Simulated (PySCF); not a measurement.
C6H11OPS.
Numbering: `[CH3:1][S:2][CH2:3][P:4]1(=[O:5])[C:6]([CH3:7])=[C:8]1[CH3:9]` (hydrogens: H10, H11, H12 on C1; H13, H14 on C3; H15, H16, H17 on C7; H18, H19, H20 on C9)

Cartesian coordinates in Å at the PBE0-D3(BJ)/def2-SVP level; atoms count from 1:
```
atom  x, y, z in Å
C1     2.9703    0.0837   -0.9557
S2     2.8500   -1.5263   -0.1512
C3     1.1590   -1.4615    0.4761
P4    -0.0846   -0.8537   -0.7299
O5     0.1095   -1.3757   -2.1160
C6    -0.7772    0.6861   -0.2267
C7    -0.7745    2.1642   -0.1990
C8    -1.5697   -0.3585    0.0783
C9    -2.9113   -0.6557    0.6250
H10    2.7944    0.9132   -0.2533
H11    3.9972    0.1617   -1.3389
H12    2.2717    0.1349   -1.8056
H13    1.0740   -0.8539    1.3918
H14    0.8958   -2.5007    0.7307
H15    0.1008    2.5424    0.3523
H16   -1.6872    2.5690    0.2635
H17   -0.6977    2.5574   -1.2249
H18   -3.5178   -1.1764   -0.1323
H19   -3.4411    0.2594    0.9295
H20   -2.8394   -1.3278    1.4942
```

Computed with PySCF at PBE0/pcSseg-1, non-relativistic, on one gas-phase PBE0-D3(BJ)/def2-SVP geometry that isn't relaxed in the solvent. The solvent is an IEF-PCM continuum (Bondi radii, 1.10 Å for H, scaled by 1.2). Only the electrostatic response of the medium enters.

```
run  E − E(gas) (kcal/mol)  HOMO (eV)  HOMO–LUMO gap (eV)  dipole (D)
gas                   0.00      -6.37                5.98        5.29
  P                 -11.59      -6.59                6.43        7.13
  Q                  -8.60      -6.52                6.31        6.61
```

**Question.** The runs were made in acetone and chloroform. Which run belongs to which solvent?

**Answer.** P = acetone, Q = chloroform. The dielectric constants are 4.711 (chloroform), 20.49 (acetone), and the energy falls further as ε rises. In this model the ground state sees the solvent through ε alone.

**Question.** How constant is the ratio of the lowering to (ε − 1)/(2ε + 1)?

**Answer.** 
```tsv
solvent	(ε − 1)/(2ε + 1)	E − E(gas) (kcal/mol)	ratio (kcal/mol)	polarisation term (kcal/mol)
chloroform	0.356	-8.60	-24.1	-9.92
acetone	0.464	-11.59	-25.0	-14.10
```

The ratio changes by +3.4 % in size from chloroform to acetone. The polarisation term is half the interaction of the solute with the induced surface charges.

The run took 79 s wall on one thread of an Arm Neoverse N1, shared host with 64 logical CPUs at a one-minute load of 51, and the process peaked at 1.3 GiB of memory. This is the whole shielding run at PBE0/pcSseg-1 in acetone, SCF included.
